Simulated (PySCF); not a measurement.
Species: AlBrClF.
Numbering: `[F:1][Al:2]([Cl:3])[Br:4]`

A GFN2-xTB structure was refined with PBE0-D3(BJ)/def2-SVP geometry optimisation, gas phase (PySCF). Its GFN2-xTB values:

```json
{"coordinate": "F1–Al2", "GFN2-xTB": "1.625 Å"}
{"coordinate": "Al2–Cl3", "GFN2-xTB": "2.024 Å"}
{"coordinate": "Al2–Br4", "GFN2-xTB": "2.271 Å"}
{"coordinate": "F1–Al2–Cl3", "GFN2-xTB": "121.2°"}
{"coordinate": "F1–Al2–Br4", "GFN2-xTB": "113.1°"}
{"coordinate": "Cl3–Al2–Br4", "GFN2-xTB": "125.7°"}
```

Task: How do these coordinates change at the PBE0-D3(BJ)/def2-SVP level?

Result: 
| coordinate | PBE0-D3(BJ)/def2-SVP (Å or °) | change |
| --- | --- | --- |
| Al2–Cl3 | 2.076 | +0.052 |
| Al2–Br4 | 2.221 | -0.050 |
| F1–Al2 | 1.652 | +0.027 |
| F1–Al2–Br4 | 118.6 | +5.5 |
| Cl3–Al2–Br4 | 122.8 | -2.9 |
| F1–Al2–Cl3 | 118.7 | -2.5 |

The energy falls by 1.6 kcal/mol over 7 energy and gradient evaluations, the largest force component goes from 0.0328 to 1.4e-04 Eh/bohr, and the atoms move by 0.051 Å rms after alignment. The bond that changes most is Al2–Cl3 (ends: aluminium bonded to Br, Cl and F; chlorine bonded to Al), which lengthens by 0.052 Å. Bonds longer at the end by more than 0.005 Å: 2 of 3; shorter: 1. Rotational constants go from 4559, 1312, 1019 to 4302, 1345, 1025 MHz.

The run used 82 basis functions and 43 SCF cycles in all. On one thread, Arm Neoverse V2 (aarch64), no GPU, shared host with 192 logical CPUs at a one-minute load of 58, this took 16 s wall and 0.35 GiB of memory at its peak.

PBE0-D3(BJ)/def2-SVP frequencies: not computed here.
